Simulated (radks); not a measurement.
Q: Numerical settings for the manganese ion Mn3+, [Ar] 3d4. All-electron calculation, non-relativistic Kohn-Sham, r2SCAN, spin-polarised, spherical densities, point nucleus; open shells are filled with parallel spins first; meta-GGA in the generalised Kohn-Sham scheme. Program: a radial shooting solver on a logarithmic mesh with Libxc functionals. The defaults (mesh step 0.008 in ln r, mesh end at 40 bohr or more with all orbitals vanishing there, Anderson mixing 0.5 over 9 steps, residual threshold near 1e-9 with the energy settled to 1e-9 hartree or 1e-11 of itself, here a cap of 88 iterations) give E = -1148.863 hartree and 3d at -43.418 eV in 11 iterations. Run on one thread of a shared host, so times are rough (Arm Neoverse N1): 0.16 s of CPU time, 0.16 s wall, 11 iterations on 2476 mesh points. One setting is changed at a time: mesh step in ln r 0.005; mesh step in ln r 0.02; mesh step in ln r 0.012; mesh end (bohr) 20; mesh end (bohr) 3; residual threshold 0.001; residual threshold 1e-05; mixing 1; linear mixing, mixing 0.8; linear mixing, mixing 0.05; mixing history 3; iteration cap 2. Which runs fail to converge, and which converge to a wrong energy?

A: Not converged within the cap: linear mixing, mixing 0.05; iteration cap 2. Settings that end as converged yet miss the energy by more than 1 mhartree: mesh end (bohr) 3 (+0.0593 hartree).
